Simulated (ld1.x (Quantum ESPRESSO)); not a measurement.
**What one change does to a pseudopotential (tungsten (W), TM)**

W, norm-conserving Troullier–Martins (Kleinman–Bylander form), made with ld1.x (Quantum ESPRESSO) 7.5 (PBE, scalar-relativistic). Core [Xe] 4f14, reference 5d4 6s1.5 6p0.5. Waves: 6s (bound): rc 2.25 bohr; 6p (bound): rc 2.85 bohr; 5d (bound): rc 1.85 bohr. Local part: all-electron potential smoothed inside 2.85 bohr (lloc = -2). Core correction: none.

Change: local potential the s channel.

Cutoffs: the cutoffs (Ry, on a coarse ladder) from which the occupation-weighted sum of valence levels, in a spherical-Bessel basis at the reference potential, stays within 10 and 1 mRy of its value at 400 Ry; they do not see the model core or the augmentation charge, which bear on the density cutoff. Errors are all-electron minus pseudo energies relative to the spin-unpolarised reference configuration.

Q: Predict the effect on cutoff, ghosts and configuration errors.

A: The potential gets neither clearly harder nor softer (30 Ry and 35 Ry → 30 Ry and 35 Ry); the errors of the 7 common tests hardly move; the range in which the p phases agree widens (upper end 0.6 → 2.1); neither file shows a bound ghost.

```csv
quantity,base,changed
"cutoff, loose",30 Ry,30 Ry
"cutoff, tight",35 Ry,35 Ry
bound ghosts,none,none
"error for 5d4 6s2 6p0, meV [ΔE -2.21 eV]",+1.4,+1.4
"error for 5d4 6s1 6p0, meV [ΔE 6.67 eV]",+2.0,+2.1
"error for 5d4 6s0 6p0, meV [ΔE 22.35 eV]",+63,+63
"error for 5d4 6s0 6p2, meV [ΔE 7.05 eV]",+11,+10
"error for 5d5 6s0 6p0, meV [ΔE 7.48 eV]",-22,-24
"error for 5d4 6s0 6p1, meV [ΔE 12.13 eV]",+22,+19
"error for 5d5 6s1 6p0, meV [ΔE -0.67 eV]",-30,-33
s: phases at 3.09 bohr within 0.05 rad from the reference energy up to (Ry; the scan ends near 5),1.3,1.7
p: phases at 3.09 bohr within 0.05 rad from the reference energy up to (Ry; the scan ends near 5),0.6,2.1
d: phases at 3.09 bohr within 0.05 rad from the reference energy up to (Ry; the scan ends near 5),1.0,1.0
```
